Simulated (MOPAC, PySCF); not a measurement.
CH₄OS, SMILES `OCS` (H–O–C–S torsion 52°, O–C–S–H torsion 65°), neutral singlet in the gas phase. 

Cartesian coordinates (Å):
```xyz
7

O     -0.9695    -0.4944    -0.7171
C     -0.1726     0.4638    -0.0709
S      1.1104    -0.2300     1.0342
H     -1.3264    -1.0953    -0.0517
H      0.2964     1.0566    -0.8519
H     -0.7537     1.1264     0.5779
H      1.8199    -0.8415     0.0707
```
Charge 0, spin multiplicity 1.

All levels are single points at this geometry (B3LYP-D3(BJ)/def2-TZVP); Pople sets use spherical d functions. Orbital energies aren't observables, and empty levels follow the basis.

```json
[
 {"level": "B3LYP-D3(BJ)/def2-TZVP in PySCF", "HOMO (eV)": "-6.98", "LUMO (eV)": "0.02", "gap (eV)": "7.00", "dipole (D)": "0.38", "vertical IE, Delta-SCF (eV)": "9.68"},
 {"level": "PBE-D3(BJ)/def2-TZVP in PySCF", "HOMO (eV)": "-5.92", "LUMO (eV)": "-0.61", "gap (eV)": "5.31", "dipole (D)": "0.37", "vertical IE, Delta-SCF (eV)": "9.43"},
 {"level": "B3LYP/6-31G* in PySCF", "HOMO (eV)": "-6.81", "LUMO (eV)": "0.57", "gap (eV)": "7.38", "dipole (D)": "0.34", "vertical IE, Delta-SCF (eV)": "9.60"},
 {"level": "BP86/6-31G* in PySCF", "HOMO (eV)": "-5.83", "LUMO (eV)": "-0.25", "gap (eV)": "5.58", "dipole (D)": "0.41", "vertical IE, Delta-SCF (eV)": "–"},
 {"level": "HF/STO-3G in PySCF", "HOMO (eV)": "-7.41", "LUMO (eV)": "11.93", "gap (eV)": "19.34", "dipole (D)": "0.46", "vertical IE, Delta-SCF (eV)": "–"},
 {"level": "PM6 in MOPAC", "HOMO (eV)": "-9.55", "LUMO (eV)": "-0.07", "gap (eV)": "9.48", "dipole (D)": "0.36", "vertical IE, Delta-SCF (eV)": "–"}
]
```
